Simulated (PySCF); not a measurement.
A series of related molecules.

All values: PBE0/def2-SVPD (PySCF) at GFN2-xTB geometries, gas phase, one conformer each. Core orbitals are frozen in the response; Δα² is half the sum of the squared differences of the principal polarisabilities.

Question: Rank by polarisability anisotropy Δα, lowest first.
A. `[CH:1]#[C:2][CH2:3][C@@H:4]([CH3:5])[SiH3:6]` with C2–C3–C4–C5 64°
B. `[CH:1]#[C:2][SiH2:3][C:4]([CH3:5])([CH3:6])[SiH3:7]` with C2–Si3–C4–C5 -60°
C. `[CH:1]#[C:2][C:3](=[O:4])[C:5]([CH3:6])([CH3:7])[SiH3:8]` with C2–C3–C5–C6 -34°
D. `[CH:1]#[C:2][CH2:3][C:4]([CH3:5])([SiH3:6])[SiH3:7]` with C2–C3–C4–C5 -60°

Answer: C (3.90 Å³), D (4.97 Å³), A (5.68 Å³), B (5.93 Å³).

Question: Rank by mean static polarisability, lowest first.
A. `C#CC(=O)C(C)(C)[SiH3]`
B. `C#C[SiH2]C(C)(C)[SiH3]`
C. `C#CC[Si](C)(C)[SiH3]`
D. `C#CC[C@@H](C)[SiH3]`

Answer: D (12.75 Å³), A (14.69 Å³), B (16.57 Å³), C (17.04 Å³).

Question: Rank by HOMO–LUMO gap, lowest first.
A. `C#CC(=O)C(C)(C)[SiH3]`
B. `C#C[SiH2]C(C)(C)[SiH3]`
C. `C#CC[C@@H](C)[SiH3]`

Answer: A (5.78 eV), B (7.61 eV), C (8.08 eV).

All values together:

```
                SMILES   formula  μ (D)  HOMO (eV)  LUMO (eV)  α (Å³)  Δα (Å³)  electrons  α per electron (Å³)
C#CCC(C)([SiH3])[SiH3]  C5H12Si2   0.51      -7.84       0.14   16.50     4.97         70                0.236
C#C[SiH2]C(C)(C)[SiH3]  C5H12Si2   0.92      -7.78      -0.17   16.57     5.93         70                0.237
  C#CC[Si](C)(C)[SiH3]  C5H12Si2   1.33      -7.28       0.29   17.04     3.84         70                0.243
 C#CC(=O)C(C)(C)[SiH3]  C6H10OSi   3.08      -7.63      -1.85   14.69     3.90         68                0.216
   C#CC[C@@H](C)[SiH3]   C5H10Si   0.28      -7.75       0.33   12.75     5.68         54                0.236
```

Conformers: `[CH:1]#[C:2][CH2:3][C:4]([CH3:5])([SiH3:6])[SiH3:7]` with C2–C3–C4–C5 -60°; `[CH:1]#[C:2][SiH2:3][C:4]([CH3:5])([CH3:6])[SiH3:7]` with C2–Si3–C4–C5 -60°; `[CH:1]#[C:2][CH2:3][Si:4]([CH3:5])([CH3:6])[SiH3:7]` with C2–C3–Si4–C5 -64°; `[CH:1]#[C:2][C:3](=[O:4])[C:5]([CH3:6])([CH3:7])[SiH3:8]` with C2–C3–C5–C6 -34°; `[CH:1]#[C:2][CH2:3][C@@H:4]([CH3:5])[SiH3:6]` with C2–C3–C4–C5 64°.
